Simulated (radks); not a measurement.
All-electron atom: Ne VIII in [He] 2s1. Method: Dirac Kohn-Sham, PBE, spin-unpolarised, spherical densities, point nucleus; computed with a radial shooting solver on a logarithmic mesh with Libxc functionals.

Normalised radial functions P(r) = r R(r) (large component), r in bohr:

r,1s1/2,2s1/2
0.006078,0.3521,0.1104
0.006744,0.3880,0.1216
0.007423,0.4241,0.1329
0.008171,0.4632,0.1452
0.008995,0.5056,0.1584
0.009901,0.5513,0.1727
0.0109,0.6007,0.1882
0.01209,0.6584,0.2062
0.01331,0.7158,0.2241
0.01465,0.7772,0.2432
0.01613,0.8428,0.2635
0.01775,0.9125,0.2852
0.01954,0.9864,0.3080
0.02169,1.0711,0.3341
0.02387,1.1533,0.3593
0.02628,1.2391,0.3854
0.02892,1.3281,0.4123
0.03184,1.4197,0.4398
0.03505,1.5133,0.4675
0.03889,1.6158,0.4973
0.0428,1.7104,0.5241
0.04712,1.8034,0.5497
0.05186,1.8935,0.5733
0.05709,1.9789,0.5942
0.06335,2.0637,0.6126
0.06973,2.1327,0.6245
0.07676,2.1904,0.6305
0.08449,2.2345,0.6292
0.093,2.2625,0.6192
0.1024,2.2723,0.5991
0.1136,2.2599,0.5644
0.125,2.2255,0.5189
0.1376,2.1681,0.4592
0.1515,2.0871,0.3845
0.1668,1.9832,0.2941
0.1836,1.8578,0.1879
0.2037,1.7005,0.0558
0.2242,1.5392,-0.0805
0.2468,1.3671,-0.2283
0.2717,1.1893,-0.3843
0.2991,1.0112,-0.5443
0.3318,0.8245,-0.7161
0.3653,0.6633,-0.8667
0.4021,0.5176,-1.0031
0.4426,0.3907,-1.1188
0.4872,0.2844,-1.2076
0.5363,0.1989,-1.2633
0.595,0.1284,-1.2813
0.655,0.0814,-1.2568
0.721,0.0489,-1.1941
0.7936,0.0277,-1.0976
0.8736,0.0146,-0.9745
0.9616,0.0072,-0.8340
1.067,0.0031,-0.6739
1.175,0.0013,-0.5293
1.293,0.0005,-0.3968
1.423,0.0002,-0.2826
1.567,0.0000,-0.1902
1.724,0.0000,-0.1204
1.913,0.0000,-0.0681
2.106,0.0000,-0.0372
2.318,0.0000,-0.0188

1s1/2: eigenvalue -1087.9 eV, 0 radial nodes, <r> = 0.157 bohr, 90 % of the charge inside 0.280 bohr. 2s1/2: eigenvalue -223.00 eV, 1 radial node at r = 0.212 bohr, <r> = 0.688 bohr, 90 % of the charge inside 1.05 bohr.
